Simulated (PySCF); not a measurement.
# One molecule, several mistakes: BCClH4O

Calculated results; nothing here was measured. They come from PySCF 2.14.0, an open-source quantum chemistry program, on an isolated molecule that a program drew, which may never have been made. The molecule is BCClH4O (charge 0, singlet), drawn as the SMILES string `COBCl`.

Each row is a Hartree-Fock (HF) and frozen-core CCSD(T) single point in the cc-pV(D+d)Z basis, meant for a local HF minimum. Run 1 is clean. Each other run has one planted mistake out of seven kinds, and not every kind appears here: one electron removed, one electron added, multiplicity raised by two, geometry at a saddle point, minimal basis STO-3G, one bond length entered in bohr, all coordinates scaled. The reference is restricted for singlets and unrestricted otherwise, and also for a bond in bohr. Adding or removing an electron swaps singlet and doublet. Electrons count all cores. HOMO and LUMO are orbital energies over both spins, the gradient is its largest component, and the lowest frequency (negative if imaginary) is given only where the gradient is small. Bond lengths are over the 7 bonds as drawn. T1 is the CCSD diagnostic: over 0.02 (restricted) or 0.045 (unrestricted) a single reference is doubtful.

Geometry of the clean run:
```xyz
8
BCClH4O, angstrom
C    -0.6514   -1.1580   -0.0049
O    -0.1490   -1.6363   -1.2324
B     0.5521   -2.7581   -1.3468
Cl    1.1166   -3.2359   -2.9587
H    -0.3755   -1.8120    0.8225
H    -1.7362   -1.0961   -0.0721
H    -0.2494   -0.1617    0.1708
H     0.8214   -3.4604   -0.4190
```

```
run  electrons  basis functions  <S^2>  HOMO (eV)  LUMO (eV)  gradient (hartree/bohr)  lowest frequency (cm^-1)  mean bond (Å)  longest bond (Å)      T1  HF (hartree)  CCSD(T) (hartree)                     mistake
  1         40               85  0.000     -12.03       3.66                  3.4e-05                       101         1.2819             1.773  0.0131    -599.33934         -599.94394                    no fault
  2         39               85  0.787     -17.77      -8.95                  1.2e-01                         -         1.2819             1.773  0.0742    -598.94045         -599.53236        one electron removed
  3         40               85  0.000     -12.01       4.10                  5.5e-02                         -         1.2139             1.679  0.0116    -599.31319         -599.90920      all coordinates scaled
  4         40               85  2.023      -5.27      -1.48                  1.7e-01                         -         1.2819             1.773  0.0726    -599.09149         -599.67888  multiplicity raised by two
  5         41               85  0.762       1.86       9.27                  9.7e-02                         -         1.2819             1.773  0.0120    -599.23607         -599.85116                           ?
```

**Which mistake was planted in run 5, and what did it cost?**

It counts 41 electrons, one more than the clean run, at the same geometry and basis. So the mistake is: one electron added. Subtracting run 1 and multiplying by 627.51 kcal/mol a hartree, the energy moved by 64.8 kcal/mol in HF and 58.2 kcal/mol in CCSD(T).

Cautions from the logs. Run 2: T1 is over the limit, so its CCSD(T) energy is less reliable; run 4: T1 is over the limit, so its CCSD(T) energy is less reliable; run 5: the HOMO is above zero, so the electron isn't bound and the energy depends on the basis.
